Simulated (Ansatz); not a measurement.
Diatomic ZrP, multiplicity 4 (lowest of 2S+1 = 2, 4, 6, 8 at CCSD(T)/def2-TZVPP on PBE0 minima; our sources give no spin for the ground state, which may be another). No spin–orbit coupling.

Constants: fifth-degree fit in 1/R to seven points, most abundant isotopes. In def2 and cc sets the state is the lowest found near the PBE0 minimum, followed along R.

Programs: Ansatz (a first-principles code) with Gaussian orbitals. Values without a source in brackets are computed. In def2 rows elements past Kr take small-core potentials, without spin–orbit coupling.

Q: What bond length and harmonic frequency does SVWN5/def2-TZVPP give?

A: r_e = 2.320 Å, ω_e = 449 cm⁻¹.

Q: What bond length and harmonic frequency does r2SCAN/def2-TZVPP give?

A: r_e = 2.337 Å, ω_e = 445 cm⁻¹.

Q: What bond length and harmonic frequency does B3LYP/def2-TZVPP give?

A: r_e = 2.346 Å, ω_e = 439 cm⁻¹.
